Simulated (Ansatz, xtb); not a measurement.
CH2F2OSi+: which of two isomers lies lower

Structure a is the doublet with the links of `[CH2]O[Si+](F)F` and structure b is the doublet with the links of `[H]/[C]=[O+]/[SiH](F)F`. Both are isolated ions in the gas phase, relaxed with B3LYP-D3(BJ)/def2-SVP; the shapes shown needn't be the lowest conformers.

a (Å):

```csv
atom,x (Å),y (Å),z (Å)
C,-1.3901,1.8328,1.1316
F,-0.4518,3.8999,-0.7702
F,-1.0282,1.9775,-2.5222
O,-0.9008,1.4505,0.0581
Si,-0.1273,2.4254,-1.2958
H,-1.4368,2.9072,1.3898
H,-1.7782,1.0634,1.8214
```

b (Å):

```yaml
atoms:
  - { symbol: C, position_ang: [0.6385, 0.0746, 0.1986] }
  - { symbol: F, position_ang: [1.5531, 2.8919, -0.7485] }
  - { symbol: F, position_ang: [3.5466, 1.3002, -1.4385] }
  - { symbol: O, position_ang: [1.7724, 0.4712, 0.3105] }
  - { symbol: Si, position_ang: [2.7367, 1.9661, -0.2614] }
  - { symbol: H, position_ang: [0.2450, -0.8886, 0.6041] }
  - { symbol: H, position_ang: [3.4684, 2.3660, 0.9302] }
```

Energies in hartree; the thermal terms are from B3LYP-D3(BJ)/def2-SVP harmonic frequencies (ideal gas, rigid rotor, one conformer each, 298.15 K, 1 atm) and include the zero-point energy:

|  | a | b |
| --- | --- | --- |
| E, CCSD(T)/def2-SVP | −601.943407 | −601.928947 |
| E, MP2/def2-SVP | −601.904273 | −601.887376 |
| E, MP2/def2-TZVPP | −602.634990 | −602.617530 |
| zero-point energy | 0.036236 | 0.031763 |
| H(298 K) − E | 0.043276 | 0.039055 |
| G(298 K) − E | 0.005521 | 0.000589 |

Question: Correct the CCSD(T) difference for the basis set by the MP2 change, then work out ΔE, ΔE₀, ΔH and ΔG for a → b in kJ/mol (1 Eh = 2625.50 kJ/mol) and the equilibrium ratio [b]/[a].

Answer: 1. Differences b − a: CCSD(T) +0.014460, MP2 in the small set +0.016897, MP2 in the large set +0.017460 Eh.
2. ΔE = +0.014460 + (+0.017460 − (+0.016897)) = +0.015023 Eh = +39.44 kJ/mol.
3. ΔE₀ = ΔE + ΔZPE = +0.015023 + (−0.004473) Eh = +27.70 kJ/mol.
4. ΔH = ΔE + (−0.004221) Eh = +28.36 kJ/mol.
5. ΔG = ΔE + (−0.004932) Eh = +26.49 kJ/mol, so ΔS = (ΔH − ΔG)/T = +6.3 J/(mol K).
6. kT = 0.9442 mEh, so K = [b]/[a] = exp(−ΔG/kT) = exp(−10.69) ≈ 2.3 × 10^−5.

Structure a is favoured at this temperature. An error of 4 kJ/mol in ΔG would change K by a factor of 5. Mirror images and further conformers aren't counted.

As drawn, b has 1 C=O, 1 Si–H in place of 1 C–O, 1 C–H.

Other levels gave ΔE = +44.5 (B3LYP-D3(BJ)/def2-SVP); +29.6 (HF/def2-SVP); +44.4 (MP2/def2-SVP); +38.0 (CCSD(T)/def2-SVP) kJ/mol. Open shells are spin-unrestricted. The correlated steps freeze 9 core orbitals. Programs: Ansatz 0.2.0.
